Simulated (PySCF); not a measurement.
C2H10O3Si4.
Structure used (PBE0-D3(BJ)/def2-SVP), in Å, numbered top down from 1:
```
atom  x, y, z in Å
C1     1.966    0.367    1.282
C2     1.945    0.105    0.093
Si3    1.838   -0.305   -1.697
O4     0.250   -0.600   -2.076
Si5   -1.217   -0.206   -1.424
O6    -1.532   -1.180   -0.140
Si7   -0.882   -2.197    1.001
O8    -1.180    1.357   -0.929
Si9   -0.998    2.418    0.335
H10    1.987    0.599    2.333
H11    2.359    0.845   -2.483
H12    2.635   -1.530   -1.966
H13   -2.252   -0.382   -2.456
H14    0.386   -2.804    0.500
H15   -0.610   -1.444    2.260
H16   -1.874   -3.275    1.278
H17   -2.150    3.365    0.327
H18   -0.971    1.689    1.638
H19    0.269    3.184    0.163
```

The closed-shell ground state was solved at several levels (PySCF, density fitting, gas phase, non-relativistic).

| level | basis functions | HOMO (eV) | LUMO (eV) | gap (eV) | dipole (D) |
| --- | --- | --- | --- | --- | --- |
| CAM-B3LYP/def2-SVPD | 285 | -9.80 | 0.30 | 10.10 | 1.52 |
| PBE0/pcSseg-1 | 231 | -8.45 | -0.70 | 7.75 | 1.72 |

(1) Estimate the row for HF/pcSseg-1, a basis of 231 functions; the other rows only guide the guess.

(2) Over all these levels, which gives the widest orbital gap and which the narrowest?

(3) How far do the dipole and the HOMO energy spread over the levels?

Results:

(1) HOMO -11.23 eV, LUMO 2.87 eV, gap 14.10 eV, dipole 1.94 D.

(2) HF/pcSseg-1 (Hartree–Fock, all exact exchange) has the widest, 14.10 eV, and PBE0/pcSseg-1 (global hybrid, 25 % exact exchange) the narrowest, 7.75 eV. The two share the basis. From the narrowest to the widest the HOMO moves by -2.78 eV and the LUMO by +3.57 eV. The HOMO need not be the same orbital at Hartree–Fock and at DFT levels.

(3) The dipole runs from 1.52 to 1.94 D (mean 1.73 D) and the HOMO from -11.23 to -8.45 eV.

One conformer stands for the species.
